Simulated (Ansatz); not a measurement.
Program: Ansatz 0.2.0.

A structure relaxed at PBE0-D4/def2-TZVP, charge 0, multiplicity 1:

```xyz
8

F     1.256    2.029   -1.931
Ga    0.525    0.894   -0.842
C    -0.894    0.052    0.216
B     0.347   -0.897    0.595
O     1.477   -0.500   -0.036
H    -1.712   -0.397   -0.351
H    -1.321    0.661    1.015
H     0.322   -1.842    1.334
```

(1) Give its formula and SMILES.

(2) Point group (tolerance 0.08 Å, 0.16 Å for H)?

(3) Summarise the bond lengths by kind.

## Answers

(1) CH3BFGaO, `[F][Ga]1[CH2]B[O]1`.

(2) Cs.

(3) 1 × F–Ga 1.735 Å; 1 × C–Ga 1.960 Å; 1 × Ga–O 1.871 Å; 1 × B–C 1.608 Å; 2 × C–H 1.092 Å; 1 × B–O 1.354 Å; 1 × B–H 1.200 Å.
